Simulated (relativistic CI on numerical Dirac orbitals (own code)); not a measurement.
**Slater and spin-orbit integrals, Os³⁵⁺**

Computed by Dirac-Coulomb-Breit CI, KLI orbitals optimised for each configuration, a model potential for QED, unscaled Slater integrals (own radial code, finite nucleus).

Slater integrals F^k, G^k are unscaled and averaged over j, outside the closed core [Ar] 3d10; ζ comes from projecting the Hamiltonian with its Breit term on Σ l·s of the shell.

- 4s2 4p6 4d5: F^2(4d,4d) = 242900, F^4(4d,4d) = 165380, ζ(4d) = 66242 cm⁻¹; <r>(4d) = 0.4133, <r^2>(4d) = 0.1953 (bohr units).
- 4s2 4p6 4d4 4f: F^2(4d,4d) = 242760, F^4(4d,4d) = 165270, ζ(4d) = 66176, F^2(4d,4f) = 244220, F^4(4d,4f) = 159070, G^1(4d,4f) = 250190, G^3(4d,4f) = 173130, G^5(4d,4f) = 127410, ζ(4f) = 11639 cm⁻¹; <r>(4d) = 0.4136, <r^2>(4d) = 0.1956, <r>(4f) = 0.3887, <r^2>(4f) = 0.1714 (bohr units).
- 4s2 4p5 4d6: ζ(4p) = 537370, F^2(4d,4d) = 242840, F^4(4d,4d) = 165330, F^2(4p,4d) = 244230, G^1(4p,4d) = 303250, G^3(4p,4d) = 194160, ζ(4d) = 65995 cm⁻¹; <r>(4p) = 0.4107, <r^2>(4p) = 0.191, <r>(4d) = 0.4134, <r^2>(4d) = 0.1954 (bohr units).

Task: Give the Racah parameters of the d shell in 4s2 4p6 4d5.

Result: B = F²/49 − 5F⁴/441 = 3082 cm⁻¹ and C = 35F⁴/441 = 13125 cm⁻¹.

Averages of the first 9 configurations, taken without configuration mixing, which lowers the lowest level and can move excited configurations by several eV; other configurations of the list can lie among them:

```json
{"Configuration": "4s2 4p6 4d5", "Parity": "even", "States": "252", "Average energy above the lowest level (eV)": "44.5"}
{"Configuration": "4s2 4p6 4d4 4f", "Parity": "odd", "States": "2940", "Average energy above the lowest level (eV)": "261.8"}
{"Configuration": "4s2 4p5 4d6", "Parity": "odd", "States": "1260", "Average energy above the lowest level (eV)": "268.6"}
{"Configuration": "4s 4p6 4d5 4f", "Parity": "odd", "States": "7056", "Average energy above the lowest level (eV)": "666.2"}
{"Configuration": "4p6 4d7", "Parity": "even", "States": "120", "Average energy above the lowest level (eV)": "862.3"}
{"Configuration": "4p5 4d8", "Parity": "odd", "States": "270", "Average energy above the lowest level (eV)": "1083.1"}
{"Configuration": "4s2 4p6 4d3 5s2", "Parity": "even", "States": "120", "Average energy above the lowest level (eV)": "1004.2"}
{"Configuration": "4s2 4p6 4d2 4f 5s2", "Parity": "odd", "States": "630", "Average energy above the lowest level (eV)": "1221.1"}
{"Configuration": "4s 4p6 4d3 4f 5s2", "Parity": "odd", "States": "3360", "Average energy above the lowest level (eV)": "1626.2"}
```
